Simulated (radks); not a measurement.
Q: The mean radii <r> (bohr) of the occupied orbitals of an atom or ion are listed with their occupations. Calculated with a radial shooting solver on a logarithmic mesh with Libxc functionals: scalar-relativistic Kohn-Sham, SCAN, spin-polarised, spherical densities, finite nucleus; meta-GGA in the generalised Kohn-Sham scheme; Fermi nuclear charge, rms radius of each element as measured or else 0.836 A^(1/3) + 0.57 fm.

| orbital | occ. | <r> |
|---|---|---|
| 1s up | 1 | 0.05847 |
| 1s down | 1 | 0.05847 |
| 2s up | 1 | 0.2666 |
| 2s down | 1 | 0.2660 |
| 2p up | 3 | 0.2356 |
| 2p down | 3 | 0.2350 |
| 3s up | 1 | 0.8088 |
| 3s down | 1 | 0.8130 |
| 3p up | 3 | 0.8559 |
| 3p down | 3 | 0.8615 |
| 3d up | 5 | 1.095 |
| 4s up | 1 | 2.609 |
| 3d down | 1 | 1.154 |

Name the element and its charge. Open shells, if any, are filled with parallel spins first.

A: Z = 26, iron, charge +1: Fe+ in [Ar] 3d6 4s1. The 1s radius gives Z: for a bare nucleus <r> = (2 gamma + 1)/(2Z) with gamma = sqrt(1 - (Z/c)^2), 0.05699 bohr for Z = 26, and screening makes it slightly larger (0.05847 here). The occupations add up to 25, and the charge is Z minus that.
